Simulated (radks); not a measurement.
Values are calculated unless marked as measured or tabulated.
Problem. The table gives one normalised radial function P(r) = r R(r) (large component) of Sm34+ in [Ar] 3d10 (r in bohr). Code: a radial shooting solver on a logarithmic mesh with Libxc functionals. Model: Dirac Kohn-Sham, PBE, spin-unpolarised, spherical densities, point nucleus.

r	P
0.001124	0.0170
0.00156	0.0251
0.002183	0.0382
0.00303	0.0588
0.004207	0.0918
0.005839	0.1450
0.008171	0.2319
0.01134	0.3631
0.01575	0.5542
0.02186	0.8074
0.03059	1.0953
0.04246	1.2953
0.05895	1.2144
0.08183	0.6266
0.1145	-0.5272
0.159	-1.7393
0.2207	-2.2494
0.3063	-1.7157
0.4286	-0.7328
0.595	-0.1581
0.826	-0.0133

Which n and l does it have? It may be an empty orbital.

Solution. n = 3, l = 1: the number of nodes gives n - l - 1 = 1, the rise at small r points to l (for j = l - 1/2 the large component starts as r^gamma with gamma = sqrt(l^2 - (Z/c)^2) = 0.89 and the r^(l+1) term takes over further out; the orbital of l - 1 with the same j starts with the same power, but with a larger coefficient, and does not steepen), and the extent must fit the shell. The curve is that of 3p1/2; the two j differ most near the nucleus, where j = l - 1/2 has the larger amplitude, and in heavy atoms j = l - 1/2 is also the more compact. 3p1/2: eigenvalue -2760.7 eV, 1 radial node at r = 0.0997 bohr, <r> = 0.239 bohr, 90 % of the charge inside 0.358 bohr.
